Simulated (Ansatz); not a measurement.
Input file for Ansatz (a quantum-chemistry and plane-wave program): U-B2PLYP/def2-TZVPP on GeI, 2S+1 = 2, a spin state set in the input, which need not be the lowest, a point of a bond scan (R = 2.536 Å). Elements past Kr take the def2 small-core potentials; no spin–orbit coupling.

Ansatz 0.2 input:
```yaml
crystal:
  periodic: [false, false, false]
  atoms:
    - {symbol: Ge, position_ang: [0.00000000, 0.00000000, 0.00000000]}
    - {symbol: I, position_ang: [0.00000000, 0.00000000, 2.53611000]}
basis:
  gaussian:
    orbitals: def2-TZVPP
    pivot_positions_ang: [[0.00000000, 0.00000000, 0.00000000], [0.00000000, 0.00000000, 2.53611000]]
hamiltonian:
  xc: {name: B2PLYP}
magnetization: {spin_polarized: true, initial_magnetization: 1}
correlation: {electrons: valence}
output: {orbitals: {seedname: ./end}}
```

Task: Predict the final total energy.

Result: -2374.1791 hartree.
